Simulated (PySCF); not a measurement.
CNiO, SMILES [C-](->[Ni])#[O+], multiplicity 1. Heavy atoms are numbered as in [Ni:1]<-[C-:3]#[O+:2].

Coordinates come from a PBE0-D3(BJ)/def2-TZVP optimisation. The spin state was assumed, not searched.

All values below come from PBE/def2-TZVPD in PySCF.

Mulliken values depend strongly on the basis, most of all with diffuse functions as here. ESP charges are fitted to the potential on shells at 1.4 to 2.0 van der Waals radii. Atomic charges (e), one atom of each kind:

```
atom     ESP fit    IAO  Mulliken
----  ----------  -----  --------
Ni1   (withheld)   0.09      0.04
O2    (withheld)  -0.23     -0.16
C3    (withheld)   0.14      0.13
```

**Question.** What belongs in the gaps? (The exact figures need the calculation; the answer reports its results.)

**Answer.** 
- Ni1, ESP fit: 0.43
- O2, ESP fit: 0.10
- C3, ESP fit: -0.53
